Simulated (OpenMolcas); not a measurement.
## Mo5+ in a point-charge field

Mo5+ among 3 point charges of -1 e arranged as a planar triangle (D3h), 1.96 Å from the ion.
```
   1.9600    0.0000    0.0000  -1.00
  -0.9800    1.6974    0.0000  -1.00
  -0.9800   -1.6974    0.0000  -1.00
```

- Program: OpenMolcas 26.06
- Method: SS-CASPT2, IPEA 0.25 Eh, imaginary shift 0.1 Eh (closed shells correlated: 4s 4p)
- Basis: ANO-RCC-VDZP [6s5p3d1f]
- Scalar Hamiltonian: DKH2, point nucleus
- Active space: 1 electron in 5 orbitals (4d)
- State averaging: 2S+1 = 2 even, 5 roots
- Spin-orbit coupling: RASSI with atomic mean-field integrals over the reference wave functions

The lowest spin-free states (labels of D3, the rotations of D3h), above the lowest:

```
State  Degeneracy  E (cm-1)  Free-ion L (%)
  2A1           1         0         D (100)
   2E           2       760         D (100)
   2E           2      7580         D (100)
```

The lowest levels with spin-orbit coupling:

| E (cm-1) | Degeneracy | Label | 2S+1 | g |
| --- | --- | --- | --- | --- |
| 0 | 2 | E1/2 | 2 | 1.10 1.33 1.33 |
| 2190 | 2 | E3/2 | 2 | 0.00 0.00 3.93 |
| 2480 | 2 | E1/2 | 2 | 0.90 3.33 3.33 |
| 7860 | 2 | E3/2 | 2 | 0.00 0.00 2.06 |
| 9730 | 2 | E1/2 | 2 | 0.00 0.00 6.00 |

Electric-dipole absorption from the lowest level at this geometry, strongest bands:

| E (cm-1) | λ (nm) | Label | f |
| --- | --- | --- | --- |
| 7860 | 1270 | E3/2 | 2.54e-06 |
| 9730 | 1030 | E1/2 | 4.57e-06 |

Powder χT (cm3 K/mol): 0.149 at 2 K, 0.15 at 10 K, 0.154 at 50 K, 0.159 at 100 K, 0.17 at 200 K, 0.181 at 300 K. The effective moment at 300 K is 2.828 √(χT) = 1.20 μB.

The lowest level has 2S+1 = 2, for which the spin-only value is χT = S(S+1) / 2 = 0.375 cm3 K/mol (g = 2). The computed 0.181 at 300 K differs by -0.194, through orbital momentum, spin-orbit coupling and any other state in reach.

Roots that are degenerate in the reference are averaged as groups; the widest CASPT2 spread within a group is 130 cm-1 (the 2-fold group of multiplicity 2 near 7580 cm-1 above the lowest state of its run). Shifts and gaps below about the spread of the groups concerned are not significant. Spin-orbit coupling mixes the spin-free states strongly: the lowest level takes only 55 % from its leading state, 2A1. Free-ion shares, where given, are those of the reference states; single-state CASPT2 does not remix them. Point charges carry no covalency, so the field is a model and not that of real ligands. No measured value stands beside these numbers.

The CASPT2 steps took 0.57 s on 1 thread of Intel(R) Xeon(R) 6975P-C (Granite Rapids), on a shared host; the integral step is not counted.
